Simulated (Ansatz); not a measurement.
`O[CH]([AlH2])[SiH3]` + H₂O → `OC(O)[SiH3]` + `[AlH3]` at 400 K and 1 bar (formal hydrolysis of a C–Al bond).

Program: Ansatz. Geometries: PBE0-D4/def2-TZVP. ΔE: electronic, gas phase. CCSD(T)/CBS is the MP2 limit (def2-TZVPP, def2-QZVPP) plus CCSD(T) − MP2 in def2-TZVPP, frozen cores. This one scheme is used for every species. Each species was taken in one conformer, which may not be the lowest.

| species | CCSD(T)/CBS energy (Eh) | H − E (kJ/mol) | S (J/(mol·K)) |
| --- | --- | --- | --- |
| `O[CH]([AlH2])[SiH3]` | -648.48517 | 216.2 | 394.3 |
| H₂O | -76.37941 | 69.8 | 198.6 |
| `OC(O)[SiH3]` | -481.06463 | 217.1 | 346.6 |
| `[AlH3]` | -243.78045 | 63.6 | 220.9 |

H − E and S are ideal-gas, rigid-rotor, harmonic terms from PBE0-D4/def2-TZVP, for one conformer and one mirror image of each species. 1 Eh = 2625.50 kJ/mol, R = 8.31446 J/(mol·K).

Problem. By hand: ΔE, ΔH, ΔS and ΔG.

Solution. ΔE = (-481.06463) + (-243.78045) − (-648.48517) − (-76.37941) = 0.01950 Eh = 51.2 kJ/mol. Δ(H − E) = 217.1 + 63.6 − 216.2 − 69.8 = -5.3, so ΔH = 45.9 kJ/mol. ΔS = 346.6 + 220.9 − 394.3 − 198.6 = -25.4 J/(mol·K). ΔG = 45.9 − 400 × (-25.4)/1000 = 56.1 kJ/mol.

Problem. By hand: the equilibrium constant, and the temperature at which ΔG would vanish if ΔH and ΔS stayed fixed.

Solution. log₁₀ K = −ΔG/(RT ln 10) = -7.3. ΔH and −TΔS have one sign here, so there is no such temperature.

ΔH outweighs TΔS. A doubt of 5 kJ/mol in ΔE shifts log₁₀ K by 0.7 here. Other conformers and mirror images would add mixing entropy, several J/(mol·K) or more a flexible species. These are equilibria of isolated gas molecules and say nothing of rates. Largest T1 diagnostic: 0.012 (customary marks: 0.02 for closed shells, 0.045 for open ones).
